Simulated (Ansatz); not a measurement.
`[SiH3][SiH2][SiH2][GeH3]` + `FCS` → `FCS[SiH3]` + `[SiH3][SiH2][GeH3]` at 700 K and 1 bar (cleavage of the Si–Si bond).

Calculated with Ansatz (gas phase, PBE0-D4/def2-TZVP geometries, no zero-point term in ΔE). CCSD(T)/CBS adds triple-zeta CCSD(T) − MP2 to the extrapolated MP2 energy (def2 sets, frozen cores). For Ge outer-core shells are correlated without core-valence functions, which leaves a few kJ/mol of doubt a bond. Scalar relativity is left out up to krypton. Each species was taken in one conformer, which may not be the lowest.

| species | CCSD(T)/CBS energy (Eh) | H − E (kJ/mol) | S (J/(mol·K)) |
| --- | --- | --- | --- |
| `[SiH3][SiH2][SiH2][GeH3]` | -2949.34842 | 328.4 | 601.1 |
| `FCS` | -537.40796 | 146.7 | 333.7 |
| `FCS[SiH3]` | -827.70796 | 217.3 | 431.6 |
| `[SiH3][SiH2][GeH3]` | -2659.06477 | 256.6 | 497.5 |

H − E and S are ideal-gas, rigid-rotor, harmonic terms from PBE0-D4/def2-TZVP, for one conformer and one mirror image of each species. 1 Eh = 2625.50 kJ/mol, R = 8.31446 J/(mol·K).

Question: By hand: ΔE, ΔH, ΔS and ΔG.

Answer: ΔE = (-827.70796) + (-2659.06477) − (-2949.34842) − (-537.40796) = -0.01635 Eh = -42.9 kJ/mol. Δ(H − E) = 217.3 + 256.6 − 328.4 − 146.7 = -1.2, so ΔH = -44.1 kJ/mol. ΔS = 431.6 + 497.5 − 601.1 − 333.7 = -5.7 J/(mol·K). ΔG = -44.1 − 700 × (-5.7)/1000 = -40.1 kJ/mol.

Question: By hand: the equilibrium constant, and the temperature at which ΔG would vanish if ΔH and ΔS stayed fixed.

Answer: log₁₀ K = −ΔG/(RT ln 10) = 3.0. ΔG = 0 at ΔH/ΔS = 7737 K, far beyond where these terms or the molecules hold.

The number of gas molecules stays the same, so ΔS is small and ΔH decides. A doubt of 5 kJ/mol in ΔE shifts log₁₀ K by 0.4 here. Other conformers and mirror images would add mixing entropy, several J/(mol·K) or more a flexible species. Modes under 60 cm⁻¹, often nearly free rotors, make the harmonic entropy too high. These are equilibria of isolated gas molecules and say nothing of rates. Largest T1 diagnostic: 0.013 (customary marks: 0.02 for closed shells, 0.045 for open ones).
